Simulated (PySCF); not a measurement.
HO₂, doublet (typed; the unrestricted solution is spin-contaminated), geometry from GFN2-xTB; B3LYP/3-21G (PySCF).

PySCF was given this input:
```python
from pyscf import gto, scf, dft

mol = gto.Mole()
mol.atom = '''
    O    -0.50300875    0.32094818    0.02100596
    O     0.65391542   -0.27519835   -0.02369777
    H    -1.20725328   -0.36599861    0.02153448
'''
mol.basis = '3-21g'
mol.spin = 1
mol.verbose = 4
mol.symmetry = True
mol.build()

mf = dft.UKS(mol)
mf.xc = 'b3lyp'
mf.irrep_nelec = {"A'": (6, 7), 'A"': (3, 1)}
mf.kernel()
mf.analyze()
```

Task: What does PySCF print? Leave out banner, timings and long lists.

Result: 
```
PySCF version 2.14.0

[INPUT] verbose = 4
[INPUT] num. atoms = 3
[INPUT] num. electrons = 17
[INPUT] charge = 0
[INPUT] spin (= nelec alpha-beta = 2S) = 1
[INPUT] symmetry True subgroup None
[INPUT] Mole.unit = angstrom
[INPUT] Symbol           X                Y                Z      unit          X                Y                Z       unit  Magmom
[INPUT]  1 O     -0.503008750000   0.320948180000   0.021005960000 AA   -0.950548775760   0.606504160378   0.039695511384 Bohr   0.0
[INPUT]  2 O      0.653915420000  -0.275198350000  -0.023697770000 AA    1.235721052430  -0.520049511432  -0.044782295063 Bohr   0.0
[INPUT]  3 H     -1.207253280000  -0.365998610000   0.021534480000 AA   -2.281378062183  -0.691637134871   0.040694269435 Bohr   0.0

nuclear repulsion = 32.5811034169482
point group symmetry = Cs
symmetry origin: [8.89282877e-09 3.33481083e-09 8.16340459e-19]
symmetry axis x: [-0.34755195 -0.93754151 -0.01495189]
symmetry axis y: [ 0.9373132  -0.34694485 -0.03276022]
symmetry axis z: [ 0.02552659 -0.02540048  0.99935139]
num. orbitals of irrep A' = 16
num. orbitals of irrep A" = 4
number of shells = 12
number of NR pGTOs = 33
number of NR cGTOs = 20
basis = 3-21g
ecp = {}

******** <class 'pyscf.dft.uks_symm.SymAdaptedUKS'> ********
method = SymAdaptedUKS
initial guess = minao
damping factor = 0
level_shift factor = 0
DIIS = <class 'pyscf.scf.diis.CDIIS'>
diis_start_cycle = 1
diis_space = 8
diis_damp = 0
SCF conv_tol = 1e-09
SCF conv_tol_grad = None
SCF max_cycles = 50
direct_scf = True
direct_scf_tol = 1e-13
number electrons alpha = 9  beta = 8
irrep_nelec {"A'": (6, 7), 'A"': (3, 1)}
XC library pyscf.dft.libxc version 7.1.2
    S. Lehtola, C. Steigemann, M. J. T. Oliveira, and M. A. L. Marques,  SoftwareX 7, 1–5 (2018)
XC functionals = b3lyp
    P. J. Stephens, F. J. Devlin, C. F. Chabalowski, and M. J. Frisch,  J. Phys. Chem. 98, 11623 (1994)
radial grids:
    Treutler-Ahlrichs [JCP 102, 346 (1995); DOI:10.1063/1.469408] (M4) radial grids

becke partition: Becke, JCP 88, 2547 (1988); DOI:10.1063/1.454033
pruning grids: <function nwchem_prune>
grids dens level: 3
symmetrized grids: True
atomic radii adjust function: <function treutler_atomic_radii_adjust>
small_rho_cutoff = 0
Freeze 17 electrons in irreps ["A'", 'A"']
    0 free electrons in irreps
Set gradient conv threshold to 3.16228e-05
tot grids = 37976
init E= -150.162249124892

cycle= 1 E= -148.571737579629  delta_E= 1.59  |g|= 0.266  |ddm|=  2.2

cycle= 2 E= -148.470376776341  delta_E= 0.101  |g|= 0.601  |ddm|= 0.691

cycle= 3 E= -148.576585153825  delta_E= -0.106  |g|= 0.25  |ddm|= 0.81

cycle= 4 E= -148.601848294485  delta_E= -0.0253  |g|= 0.0176  |ddm|= 0.261

cycle= 5 E= -148.602232402666  delta_E= -0.000384  |g|= 0.00699  |ddm|= 0.0431

cycle= 6 E= -148.602436245079  delta_E= -0.000204  |g|= 0.00579  |ddm|= 0.0481

cycle= 7 E= -148.602706051676  delta_E= -0.00027  |g|= 0.00282  |ddm|= 0.0905

cycle= 8 E= -148.602805114603  delta_E= -9.91e-05  |g|= 0.00106  |ddm|= 0.0846

cycle= 9 E= -148.602810393859  delta_E= -5.28e-06  |g|= 0.000147  |ddm|= 0.0206

cycle= 10 E= -148.602810466361  delta_E= -7.25e-08  |g|= 3.33e-05  |ddm|= 0.00177

cycle= 11 E= -148.602810471222  delta_E= -4.86e-09  |g|= 8.55e-06  |ddm|= 0.000671

cycle= 12 E= -148.60281047131  delta_E= -8.86e-11  |g|= 8.82e-07  |ddm|= 0.000103

Extra cycle  E= -148.602810471312  delta_E= -1.99e-12  |g|= 1.1e-06  |ddm|= 6.29e-06
converged SCF energy = -148.602810471312  <S^2> = 1.7530333  2S+1 = 2.8305712
**** SCF Summaries ****
Total Energy =                        -148.602810471312125
Nuclear Repulsion Energy =              32.581103416948167
One-electron Energy =                 -269.505965529628611
Two-electron Energy =                   88.322051641368333
Two-electron Coulomb Energy =          105.761094482211931
DFT Exchange-Correlation Energy =      -17.439042840843598
Wave-function symmetry = A'
alpha occupancy for each irrep:     A'   A"
                                     6    3
beta  occupancy for each irrep:     A'   A"
                                     7    1
**** MO energy ****
alpha MO #1 (A' #1), energy= -19.1081503262231 occ= 1
alpha MO #2 (A' #2), energy= -19.0652372108212 occ= 1
alpha MO #3 (A' #3), energy= -1.21417996385957 occ= 1
alpha MO #4 (A' #4), energy= -0.850231763963965 occ= 1
alpha MO #5 (A' #5), energy= -0.548095408032836 occ= 1
alpha MO #6 (A" #1), energy= -0.496557230236469 occ= 1
alpha MO #7 (A' #6), energy= -0.446906898275121 occ= 1
alpha MO #8 (A" #2), energy= -0.288351505801643 occ= 1
alpha MO #9 (A" #3), energy= 1.1799461446293 occ= 1
alpha MO #10 (A' #7), energy= -0.157840518671136 occ= 0
alpha MO #11 (A' #8), energy= 0.0629227452710572 occ= 0
alpha MO #12 (A' #9), energy= 0.163009434574908 occ= 0
alpha MO #13 (A' #10), energy= 0.898479291007058 occ= 0
alpha MO #14 (A' #11), energy= 1.34633931435787 occ= 0
alpha MO #15 (A' #12), energy= 1.41346344115074 occ= 0
alpha MO #16 (A" #4), energy= 1.41704046255185 occ= 0
alpha MO #17 (A' #13), energy= 1.5808785321756 occ= 0
alpha MO #18 (A' #14), energy= 1.6323621082825 occ= 0
alpha MO #19 (A' #15), energy= 2.38617145517693 occ= 0
alpha MO #20 (A' #16), energy= 2.85109267208131 occ= 0
beta  MO #1 (A' #1), energy= -19.1028161829285 occ= 1
beta  MO #2 (A' #2), energy= -19.0253310059663 occ= 1
beta  MO #3 (A' #3), energy= -1.19117845573523 occ= 1
beta  MO #4 (A' #4), energy= -0.838864937171376 occ= 1
beta  MO #5 (A' #5), energy= -0.559275348361313 occ= 1
beta  MO #6 (A' #6), energy= -0.467364491789701 occ= 1
beta  MO #7 (A" #1), energy= -0.369817996664538 occ= 1
beta  MO #8 (A' #7), energy= -0.329501695666683 occ= 1
beta  MO #9 (A" #2), energy= -0.0775956447111545 occ= 0
beta  MO #10 (A' #8), energy= 0.0686130738447739 occ= 0
beta  MO #11 (A' #9), energy= 0.174265907139162 occ= 0
beta  MO #12 (A' #10), energy= 0.879448535595938 occ= 0
beta  MO #13 (A' #11), energy= 1.32194582488266 occ= 0
beta  MO #14 (A' #12), energy= 1.39559576817725 occ= 0
beta  MO #15 (A" #3), energy= 1.40170050103476 occ= 0
beta  MO #16 (A" #4), energy= 1.54774572410666 occ= 0
beta  MO #17 (A' #13), energy= 1.57320468327824 occ= 0
beta  MO #18 (A' #14), energy= 1.65440523301094 occ= 0
beta  MO #19 (A' #15), energy= 2.411547132136 occ= 0
beta  MO #20 (A' #16), energy= 2.89883979316593 occ= 0
 ** Mulliken pop alpha/beta on meta-lowdin orthogonal AOs **
 ** Mulliken pop       alpha | beta **
pop of  0 O 1s        0.99984 | 0.99986
pop of  0 O 2s        0.82805 | 0.83355
pop of  0 O 3s        0.00086 | 0.00147
pop of  0 O 2px       0.55498 | 0.51903
pop of  0 O 2py       0.67561 | 0.77392
pop of  0 O 2pz       0.99937 | 0.42213
pop of  0 O 3px       0.00305 | 0.00260
pop of  0 O 3py       0.00055 | 0.00016
pop of  0 O 3pz       0.66163 | 0.00019
pop of  1 O 1s        0.99988 | 0.99988
pop of  1 O 2s        0.93536 | 0.93547
pop of  1 O 3s        0.00127 | 0.00128
pop of  1 O 2px       0.49690 | 0.64637
pop of  1 O 2py       0.20148 | 0.91127
pop of  1 O 2pz       0.99890 | 0.57796
pop of  1 O 3px       0.00198 | 0.00180
pop of  1 O 3py       0.00085 | 0.00106
pop of  1 O 3pz       0.33756 | 0.00000
pop of  2 H 1s        0.29641 | 0.36407
pop of  2 H 2s        0.00548 | 0.00791
In total             9.00000 | 8.00000
 ** Mulliken atomic charges   ( Nelec_alpha | Nelec_beta ) **
charge of  0O =     -0.27685  (     4.72393      3.55292 )
charge of  1O =     -0.04928  (     3.97417      4.07510 )
charge of  2H =      0.32612  (     0.30189      0.37198 )
Dipole moment(X, Y, Z, Debye): -1.66139, -1.40720,  0.00667
```
